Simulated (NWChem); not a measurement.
# SOF anion

```xyz
3

O     -0.6136     1.2525     0.0000
S      0.5044     0.1733     0.0000
F     -0.3334    -1.4323     0.0000
```
Atoms are numbered in this order, from 1.

Results from NWChem. Sets without diffuse functions describe the anion's extra electron poorly. The geometry was optimised at B3LYP/def2-SVPD. Vzz is the largest principal value of the second derivative of the potential at the nucleus (NWChem prints the opposite sign); η is the asymmetry. Non-relativistic.

For level Hartree-Fock/def2-TZVP:

- Vzz O1 (a.u.): -1.945
- Vzz S2 (a.u.): -5.064

Problem. Estimate the same quantities for level Hartree-Fock/def2-SVP.

Solution. 
* **Vzz O1 (a.u.)**: -2.012
* **Vzz S2 (a.u.)**: -4.374
